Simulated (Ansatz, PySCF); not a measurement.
Process, species as SMILES: N[Si](N)(Br)Br → N[Si](Br)Br + [NH2] (NH2) (the N-Si bond at the site shown breaks; other sites are not compared here)
Geometries: B3LYP-D3(BJ)/def2-TZVP minima from Ansatz (an electronic-structure program), one conformer each, not searched for the lowest. Frequencies are from Ansatz or PySCF.

Wanted: bond dissociation energy (0 K, with B3LYP-D3(BJ) harmonic zero-point energies), in kcal/mol. Correlated levels leave the core frozen unless marked. Open shells are spin-unrestricted. Spin-orbit coupling is left out. The frozen core is the preceding noble-gas configuration, with the filled d and f shells of earlier blocks. Non-relativistic. CBS marks a two-point X^-3 extrapolation of the correlation energy; Hartree-Fock from the larger set. [CCSD(T)-MP2]/basis is that difference in the basis named.

```tsv
level	program	bond dissociation energy (kcal/mol)
HF/STO-3G	Ansatz	77.4
HF/def2-TZVPD	PySCF	79.2
HF/def2-TZVPP	Ansatz	79.6
revPBE-D4/def2-TZVPD	Ansatz + dftd4	98.3
PBE0/6-31G*	Ansatz	100.6
BHLYP-D3(BJ)/def2-TZVPD	Ansatz + dftd3	101.8
BHLYP-D4/def2-TZVPD	Ansatz + dftd4	102.0
TPSSh-D4/def2-TZVPD	PySCF + dftd4	99.4
r2SCANh/def2-TZVPD	Ansatz	99.9
HSE06-D4/def2-TZVPD	Ansatz + dftd4	103.1
B2PLYP-D3(BJ)/def2-TZVPD	Ansatz + dftd3	104.4
B2PLYP-D4/def2-TZVPD	Ansatz + dftd4	104.5
B2PLYP/def2-TZVPD	Ansatz	103.0
MP2/6-31G*	Ansatz	106.4
MP2/def2-TZVPP	Ansatz	112.7
SCS-MP2/STO-3G	Ansatz	87.7
SCS-MP2/6-31G*	Ansatz	103.8
CCSD(T)/6-31G	Ansatz	85.7
CCSD(T)/6-31G*	Ansatz	99.8
RI-MP2/CBS(def2-TZVPP,def2-QZVPP)+[CCSD(T)-MP2]/def2-SVP	Ansatz	109.7
RI-MP2/CBS(def2-TZVPP,def2-QZVPP)+[CCSD(T)-MP2]/def2-TZVPP	Ansatz	109.3
```
